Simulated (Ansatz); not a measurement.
Calculated with Ansatz (gas phase, PBE0-D4/def2-TZVP geometries, no zero-point term in ΔE). CBS: MP2 limit from def2 TZ/QZ plus the TZ coupled-cluster correction, frozen cores. This one scheme is used for every species. DFT in def2-TZVPP. HSE06 is defined as in plane-wave codes. Each species was taken in one conformer, which may not be the lowest.

`O[Si@@H]1O[C@@H]1Cl` + H₂ → `ClC1O[SiH2]1` + H₂O  (hydrogenolysis of the Si–O bond)

CCSD(T)/CBS gives +23.1 kcal/mol.

Task: Another level gave +22.9 kcal/mol. Which?
A. PBE-QIDH/def2-TZVPP
B. BHLYP-D4/def2-TZVPP
C. HSE06/def2-TZVPP
D. revPBE/def2-TZVPP

Result: A. PBE-QIDH 22.9, HSE06 21.2, BHLYP-D4 23.9, revPBE 20.2 kcal/mol.

Largest T1 diagnostic among the species: 0.014.

In def2-TZVPP, CCSD(T) changes the Hartree–Fock value by +0.9 kcal/mol (the triples alone add +0.5 kcal/mol) and MP2 by +2.4 kcal/mol. Leaving LDA and LC-ωPBE aside and taking each functional with its dispersion term where it has one, the values, not all of them listed here, spread over 2.9 kcal/mol, from HSE06-D4 to r2SCAN-D4. LDA lies +1.9 kcal/mol from PBE without D4. The D4 term adds +1.4 kcal/mol with B3LYP and +0.8 kcal/mol with PBE0; it sums over pairs of atoms, weighted by their polarisabilities, and B3LYP, whose exchange is more repulsive, gets the larger term.

B3LYP here is the variant with VWN-RPA as its local correlation; programs differ in this.
